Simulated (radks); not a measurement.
Charge is removed step by step from the 4p3/2 level of neutral palladium, starting from [Ar] 3d10 4s2 4p(1/2: 2, 3/2: 4) 4d10. Method: Dirac Kohn-Sham, LDA (Slater exchange, Perdew-Wang correlation), spin-unpolarised, spherical densities, finite nucleus; Fermi nuclear charge, rms radius 4.5318 fm; computed with a radial shooting solver on a logarithmic mesh with Libxc functionals.

| removed (e) | E - E(0) (eV) | eigenvalue (eV) | E minus straight line (eV) |
|---|---|---|---|
| 0 | 0.000 | -49.939 | 0.000 |
| 0.25 | 12.831 | -52.751 | -1.149 |
| 0.5 | 26.395 | -55.792 | -1.566 |
| 0.75 | 40.743 | -59.026 | -1.198 |
| 1 | 55.921 | -62.427 | 0.000 |

Removing the whole electron costs 55.921 eV by Delta-SCF, against 49.939 eV from minus the eigenvalue at the starting occupation. Slater's transition state (half an electron removed) gives 55.792 eV. Integrating minus the eigenvalue over the occupation (Janak's theorem) gives 55.921 eV. The mean slope of the eigenvalue, de/dn, is 12.5 eV per electron.
